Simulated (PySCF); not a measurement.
## SMILES CC[C@@]1(F)O[C@H]1CF, C$_{5}$H$_{8}$F$_{2}$O

Molfile (atoms numbered from 1):
```
C5H8F2O
     RDKit          3D

 16 16  0  0  0  0  0  0  0  0999 V2000
   -1.7942    0.3652   -0.8101 C   0  0  0  0  0  0  0  0  0  0  0  0
   -1.1436   -0.5755    0.2006 C   0  0  0  0  0  0  0  0  0  0  0  0
   -0.0209    0.1144    0.9284 C   0  0  1  0  0  0  0  0  0  0  0  0
   -0.4892    1.1116    1.7397 F   0  0  0  0  0  0  0  0  0  0  0  0
    1.0265   -0.5851    1.4782 O   0  0  0  0  0  0  0  0  0  0  0  0
    1.3506    0.3154    0.4397 C   0  0  1  0  0  0  0  0  0  0  0  0
    1.8534   -0.2817   -0.8533 C   0  0  0  0  0  0  0  0  0  0  0  0
    1.4400    0.4830   -1.9158 F   0  0  0  0  0  0  0  0  0  0  0  0
   -2.6291   -0.1322   -1.2953 H   0  0  0  0  0  0  0  0  0  0  0  0
   -2.1641    1.2556   -0.3080 H   0  0  0  0  0  0  0  0  0  0  0  0
   -1.0790    0.6683   -1.5702 H   0  0  0  0  0  0  0  0  0  0  0  0
   -1.8747   -0.8925    0.9476 H   0  0  0  0  0  0  0  0  0  0  0  0
   -0.7512   -1.4655   -0.2909 H   0  0  0  0  0  0  0  0  0  0  0  0
    1.8616    1.2160    0.7695 H   0  0  0  0  0  0  0  0  0  0  0  0
    1.4589   -1.2906   -1.0030 H   0  0  0  0  0  0  0  0  0  0  0  0
    2.9474   -0.2974   -0.8781 H   0  0  0  0  0  0  0  0  0  0  0  0
  1  2  1  0
  2  3  1  0
  3  4  1  1
  3  5  1  0
  5  6  1  0
  6  7  1  0
  7  8  1  0
  6  3  1  0
  1  9  1  0
  1 10  1  0
  1 11  1  0
  2 12  1  0
  2 13  1  0
  6 14  1  1
  7 15  1  0
  7 16  1  0
M  END
```

Level of theory: PySCF 2.14.0, TDDFT PBE0/def2-SVPD circular dichroism and optical rotation, one conformer, gas phase. Geometry: GFN2-xTB.

The molecule is flexible and this is one conformer; a measurement averages over conformers. States above about 8.7 eV (minus the energy of the highest occupied orbital) lie near or above the ionisation threshold and depend on the basis.

Stereocentres: C3 S, C6 S.

(1) Give the optical rotatory dispersion at 633, 589.3, 546, 436, 405, 365, 355 nm.

(2) And for the mirror image at 589.3 nm?

(3) What is the molar rotation [Φ] = [α]·M/100 of the geometry above at 589.3 nm?

## Answers

(1) [α] in deg dm⁻¹ (g/mL)⁻¹:
| λ (nm) | origin-invariant length gauge | modified velocity gauge | length gauge (centre of mass) | isotropic polarisability (au) |
| --- | --- | --- | --- | --- |
| 633 | -10.2 | -5.7 | -7.7 | 64.3 |
| 589.3 | -11.8 | -6.5 | -8.9 | 64.4 |
| 546 | -13.8 | -7.5 | -10.3 | 64.6 |
| 436 | -21.8 | -11.2 | -16.1 | 65.5 |
| 405 | -25.4 | -12.6 | -18.6 | 65.9 |
| 365 | -31.4 | -14.7 | -22.7 | 66.5 |
| 355 | -33.2 | -15.2 | -23.9 | 66.7 |

(2) +11.8 deg dm⁻¹ (g/mL)⁻¹ (origin-invariant length gauge): the same size and the opposite sign.

(3) With M = 122.11 g/mol, -14.4 deg cm² dmol⁻¹ (origin-invariant length gauge).

The first excitation lies at 7.96 eV (156 nm) with R = -8.1 × 10⁻⁴⁰ esu² cm² (velocity form).
